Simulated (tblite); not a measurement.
C₄H₁₄BN.
Geometry (GFN2-xTB, Å), atoms numbered from 1 in this order:
```xyz
20
C4H14BN angstrom
B     -2.0771    1.2761   -0.2321
N     -0.9621    0.0834   -0.4500
C     -1.5127   -1.2205   -0.1008
C      0.2871    0.3837    0.2489
C      1.4638   -0.5073   -0.1501
C      2.7573   -0.0212    0.4940
H     -3.0193    0.9609   -0.8929
H     -2.3169    1.3108    0.9336
H     -1.5631    2.2769   -0.6311
H     -0.7869    0.1081   -1.4510
H     -0.8482   -2.0407   -0.3806
H     -2.4671   -1.3471   -0.6060
H     -1.6917   -1.2483    0.9725
H      0.0947    0.3042    1.3211
H      0.5346    1.4252    0.0345
H      1.2833   -1.5392    0.1578
H      1.5767   -0.4946   -1.2381
H      2.6686   -0.0283    1.5776
H      3.5872   -0.6650    0.2129
H      2.9865    0.9934    0.1767
```

Calculated harmonic vibrations of the isolated species, GFN2-xTB (tblite), most abundant isotopes, no scaling. Against measured fundamentals such values can be off by several per cent, at times by over 20. Modes of hydrogen on boron can be 10 to 20 % off. One conformer, not necessarily the lowest.

Harmonic wavenumbers (cm⁻¹): 64.1, 96.4, 167.5, 205.0, 215.1, 235.7, 317.3, 353.5, 396.4, 453.9, 666.9, 787.3, 871.8, 895.0, 901.9, 940.0, 992.1, 1038.5, 1050.6, 1088.6, 1111.5, 1159.1, 1163.9, 1176.6, 1205.8, 1252.5, 1256.9, 1266.0, 1280.5, 1301.0, 1352.9, 1374.7, 1411.7, 1418.6, 1471.6, 1477.1, 1486.1, 1495.2, 1500.9, 1503.3, 2421.6, 2438.4, 2465.7, 2958.0, 2977.0, 2981.8, 2987.6, 2997.4, 3036.0, 3039.7, 3041.0, 3045.9, 3050.0, 3348.4.

A = 6757, B = 1757, C = 1512 MHz; mass 87.122 u (most abundant isotopes); point group C1, symmetry number 1.

Q: What is the zero-point energy?

A: ½Σν̃ = 39596 cm⁻¹ = 113.21 kcal/mol.

Q: What is S at 273.15 K and 1 bar for an ideal gas of classical rigid rotors and harmonic oscillators?

A: Translation 38.90, rotation 27.02, vibration 20.37: S = 86.3 cal/(mol K).

Q: And Cp and H(273.15 K) − H(0)?

A: Cp = 30.68 cal/(mol K), of which vibrations give 22.73 (their classical limit is 54 R = 107.3); H(273.15 K) − H(0) = 5.25 kcal/mol without the zero-point energy, 3.08 from vibrations.

Q: What must be added to the electronic energy to get the Gibbs energy at 273.15 K and 1 bar?

A: ZPE + [H(273.15 K) − H(0)] − T·S = 113.21 + 5.25 − 23.57 = 94.89 kcal/mol.

Q: How do the functions run with temperature in this model?

A: 
| T (K) | S (cal/(mol K)) | Cp (cal/(mol K)) | H − H(0) (kcal/mol) | G − H(0) (kcal/mol) | ln q(vib) |
| --- | --- | --- | --- | --- | --- |
| 150 | 71.3 | 20.8 | 2.10 | -8.59 | 2.03 |
| 250 | 83.7 | 28.6 | 4.57 | -16.35 | 4.09 |
| 298.15 | 89.1 | 33.0 | 6.05 | -20.51 | 5.10 |
| 400 | 100.2 | 42.9 | 9.91 | -30.15 | 7.23 |
| 600 | 121.0 | 60.0 | 20.29 | -52.29 | 11.53 |
| 900 | 148.9 | 77.6 | 41.15 | -92.87 | 17.99 |

q(vib) and H(0) count from the zero-point level.

Hindered rotation and anharmonicity are outside this model. Other conformers, if any are populated, would add a mixing term that is left out. The structure is chiral; the term R ln 2 for an equal mix with its mirror image is left out.

On Arm Neoverse V1, one thread, shared host, this took 0.54 s of wall time. The figure is for the frequency step alone.
